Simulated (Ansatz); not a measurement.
One change: `[CH3][Ga]([CH3])[OH]` becomes `[CH3][Ga]([CH3])[TeH]`.

Ansatz, PBE0-D4/def2-TZVP geometries, multiplicity 1. Each molecule was computed in one conformer, which needn't be the lowest.

Elements past krypton have def2 core potentials. Scalar relativity is left out up to krypton.

```json
{"property": "HOMO–LUMO gap (PBE0/def2-TZVPP) / eV", "`[CH3][Ga]([CH3])[OH]`": "7.53"}
{"property": "size of the dipole moment (B3LYP/def2-TZVPP) / D", "`[CH3][Ga]([CH3])[OH]`": "1.82"}
{"property": "HOMO energy (PBE/def2-TZVPP) / eV", "`[CH3][Ga]([CH3])[OH]`": "-6.44"}
{"property": "size of the dipole moment (ωB97M-V/def2-TZVPP) / D", "`[CH3][Ga]([CH3])[OH]`": "1.84"}
{"property": "LUMO energy (ωB97M-V/def2-TZVPP) / eV", "`[CH3][Ga]([CH3])[OH]`": "1.45"}
{"property": "HOMO–LUMO gap (PBE/def2-TZVPP) / eV", "`[CH3][Ga]([CH3])[OH]`": "5.43"}
```

(1) Give the same properties after the change, and the shifts. (An estimate is asked.)

Answers

(1) The calculation gave: 
```csv
property,`[CH3][Ga]([CH3])[TeH]`,shift
HOMO–LUMO gap (PBE0/def2-TZVPP) / eV,5.59,-1.94
size of the dipole moment (B3LYP/def2-TZVPP) / D,1.67,-0.15
HOMO energy (PBE/def2-TZVPP) / eV,-5.48,0.96
size of the dipole moment (ωB97M-V/def2-TZVPP) / D,1.80,-0.04
LUMO energy (ωB97M-V/def2-TZVPP) / eV,0.79,-0.66
HOMO–LUMO gap (PBE/def2-TZVPP) / eV,3.86,-1.57
```

With PBE0 the HOMO rises by 1.26 eV and the LUMO falls by 0.67 eV, so the gap narrows by about 1.93 eV. PBE moves the HOMO by 0.96 eV and ωB97M-V by 1.44 eV. Dipoles are sizes alone; their direction can turn.

B3LYP here is the variant with VWN-RPA as its local correlation; programs differ in this.

Spin–orbit coupling is left out; it splits and shifts lone-pair levels of the heavy atoms by tenths of an eV.
